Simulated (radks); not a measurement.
Species: the calcium ion Ca4+. Configuration: [Ne] 3s1.5 3p4 3d0.5 (fractional occupations, a model configuration). All-electron calculation, non-relativistic Kohn-Sham, exchange-only LDA, spin-polarised, spherical densities, point nucleus; open shells are filled with parallel spins first. Program: a radial shooting solver on a logarithmic mesh with Libxc functionals.

Normalised radial functions P(r) = r R(r), r in bohr:

r,3d down
0.002501,0.0000
0.003585,0.0000
0.005138,0.0000
0.007364,0.0000
0.01056,0.0001
0.01513,0.0002
0.02151,0.0004
0.03083,0.0012
0.0442,0.0032
0.06335,0.0085
0.0908,0.0214
0.1301,0.0506
0.1865,0.1114
0.2674,0.2234
0.3832,0.3995
0.5493,0.6202
0.781,0.8057
1.119,0.8536
1.605,0.6918
2.3,0.3894
3.297,0.1296
4.725,0.0203

3d down (empty): eigenvalue -43.989 eV, 0 radial nodes, <r> = 1.32 bohr, 90 % of the charge inside 2.13 bohr.
